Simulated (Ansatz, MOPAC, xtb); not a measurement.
A ladder of methods for GaH2O2F (SMILES [OH][Ga]([OH])[F])

The runs start from one conformer, not always the lowest.

GaH2O2F, singlet, SMILES `[OH][Ga]([OH])[F]`. Each level relaxes the structure for itself.

Each level gives the highest harmonic wavenumber at each level's own minimum (cm⁻¹). The values are calculated.

```csv
level,kind,program,value (cm⁻¹)
AM1,semi-empirical,MOPAC,3636
MNDO,semi-empirical,MOPAC,4126
PM3,semi-empirical,MOPAC,3943
GFN1-xTB,semi-empirical,xtb,3693
HF/STO-3G,Hartree–Fock,Ansatz,4492
HF/3-21G,Hartree–Fock,Ansatz,4040
HF/6-31G* (Cartesian functions),Hartree–Fock,Ansatz,4132
PBE/def2-SVP,GGA,Ansatz,3725
PBE0-D4/def2-TZVP,global hybrid,Ansatz,3895
B3LYP/6-31G* (Cartesian functions),global hybrid,Ansatz,3767
```

All-electron rows without a relativistic Hamiltonian named are non-relativistic. Harmonic and unscaled. The values span 3636 to 4492 cm⁻¹.
